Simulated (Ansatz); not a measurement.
Geometry optimisation, Ansatz, RKS r2SCAN-D4/6-31G*.

Input file:

```yaml
crystal:
  periodic: [false, false, false]
  atoms:
    - { symbol: Al, position_ang: [0.016765, 0.472952, -0.402913] }
    - { symbol: Cl, position_ang: [-0.006014, 0.297286, 3.020367] }
    - { symbol: O, position_ang: [1.508134, -0.220805, -0.849544] }
    - { symbol: H, position_ang: [1.57907, -1.072353, -1.294113] }
    - { symbol: O, position_ang: [-1.551784, -0.12234, -0.707828] }
    - { symbol: H, position_ang: [-1.73573, -1.019644, -1.003345] }
    - { symbol: H, position_ang: [0.098191, 1.85054, 0.341765] }
    - { symbol: H, position_ang: [0.035967, 1.280862, 2.114212] }
basis:
  gaussian: { orbitals: "6-31G*" }
hamiltonian:
  xc: r2scan
  dispersion: d4
relax:
  f_tol: 0.03
  max_steps: 50
```

Launched with:

```bash
$ ansatz run input.yaml --threads 2 --pin off --max-ram 3072MiB --backend cpu --events-out ev --progress --plain --runs-dir out
```

Where does it end, and by what steps?

The run ended unconverged. The force dipped under the threshold on the way, but the program's further checks kept it going. After 49 steps the energy has fallen by 1.581 eV; H8 moved furthest, 2.34 Å. Parted: Cl2–H8 (1.34 → 2.87 Å). Joined: Al1–Cl2 (3.43 → 2.16 Å), O5–H8 (3.53 → 0.98 Å).

```
step  energy less start (eV)  largest force component (eV/Å)  accepted
   0                  0.0000                           0.713       yes
   2                 -0.0198                           1.002       yes
   4                 -0.0851                           0.529       yes
   6                 -0.1054                           0.186       yes
   8                 -0.1109                           0.212        no
  10                 -0.1149                           0.007       yes
  12                 -0.1149                           0.102       yes
  14                 -0.1169                           0.179       yes
  16                 -0.1195                           0.303       yes
  18                 -0.1239                           0.108       yes
  20                 -0.1263                           0.474        no
  22                 -0.1328                           0.151       yes
  24                 -0.1367                           0.479        no
  26                 -0.1441                           0.166       yes
  28                 -0.1461                           0.851        no
  30                 -0.1656                           0.155       yes
  32                 -0.1958                           0.846       yes
  34                 -0.2836                           0.324       yes
  36                 -0.3620                           0.671       yes
  38                 -0.6660                           1.255       yes
  40                 -1.1979                           2.850       yes
  42                 -1.4269                           1.206       yes
  44                 -1.5181                           0.424       yes
  46                 -1.5489                           0.375       yes
  48                 -1.5728                           0.568       yes
  49                 -1.5810                           0.366       yes
```

```xyz
8
Properties=species:S:1:pos:R:3
Al 0.433 0.813 0.081
Cl 0.993 0.566 2.149
O 0.829 -0.541 -0.939
H 1.665 -1.011 -0.771
O -1.436 0.140 0.231
H -1.282 -0.724 -0.223
H 0.373 2.289 -0.474
H -1.631 -0.066 1.165
```

Run time: 68 s on 2 threads of Intel(R) Xeon(R) 6975P-C (Granite Rapids), on a shared host, peak memory 0.17 GiB.
